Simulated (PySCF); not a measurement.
# Static response to an electric field

C6H9BFN.
Structure used (PBE0-D3(BJ)/def2-SVP), in Å, numbered top down from 1:
```xyz
18
C6H9BFN angstrom
F     -2.9632    0.9962   -0.3426
C     -2.8378   -0.3967   -0.5153
B     -1.7884   -1.0714    0.4942
N     -0.2901   -0.5909    0.1646
C     -0.0420    0.6996   -0.1124
C      1.2457    1.1577   -0.3527
C      2.3077    0.2584   -0.3012
C      2.0381   -1.0775   -0.0150
C      0.7246   -1.4647    0.2080
H     -2.5926   -0.5580   -1.5828
H     -3.8374   -0.8336   -0.3477
H     -1.9802   -0.7346    1.6588
H     -1.7827   -2.2916    0.3691
H     -0.9232    1.3445   -0.1412
H      1.4039    2.2137   -0.5766
H      3.3313    0.5931   -0.4835
H      2.8337   -1.8225    0.0325
H      0.4423   -2.4948    0.4303
```

Level: wB97X-D/def2-SVPD (PySCF), static field, nuclei fixed, core orbitals frozen in the response. The polarisability tensor in these axes (au):

```
x   118.08   2.83  -4.98
y     2.83  97.43  -6.87
z    -4.98  -6.87  67.86
```

**Question.** What are the eigenvalues, a third of the trace, and Δα (Δα² = ½Σ(αi − αj)² over the three pairs)?

**Answer.** Principal values 65.99, 98.23 and 119.16 au; mean 94.46 au = 14.00 Å³ = 15.57 × 10⁻⁴⁰ C²·m²/J; Δα = 46.39 au (49 % of the mean).

**Question.** What is the dipole moment, and where does it point?

**Answer.** (6.50, 0.19, -1.36) D, 6.65 D in size, pointing from the negative to the positive side. Measured along this direction, the outermost atoms are H11 at the negative end and H16 at the positive end.

**Question.** Orientational against electronic polarisability at 500 K (dilute gas, rigid molecules)?

**Answer.** In Gaussian units μ²/3kT = 213.29 Å³ against 14.00 Å³, a ratio of 15.24; the Debye molar polarisation (4π/3)N_A(α + μ²/3kT) is 573.3 cm³/mol, leaving out the vibrational part.

**Question.** Refractivity n − 1 of an ideal gas of it at 298.15 K and 1 atm, from the electronic α?

**Answer.** N = p/kT = 2.4615 × 10¹⁹ cm⁻³, so n − 1 = 2π × N × 14.00 × 10⁻²⁴ cm³ = 2165 × 10⁻⁶ at long wavelengths.

**Question.** What molar refraction does this α imply?

**Answer.** Lorentz–Lorenz: R = (4π/3)N_A α = 2.5225 cm³/(mol·Å³) × 14.00 Å³ = 35.3 cm³/mol, in the limit of long wavelengths.

**Question.** Give the principal axes and the span of the nuclei along them.

**Answer.** Largest value along (0.98, 0.16, -0.12), where the nuclei span 7.27 Å; middle along (-0.18, 0.96, -0.19), 4.55 Å; least along (0.08, 0.21, 0.98), 3.18 Å. The response follows the extents in order.

Isolated species at its PBE0-D3(BJ)/def2-SVP geometry (one conformer only).
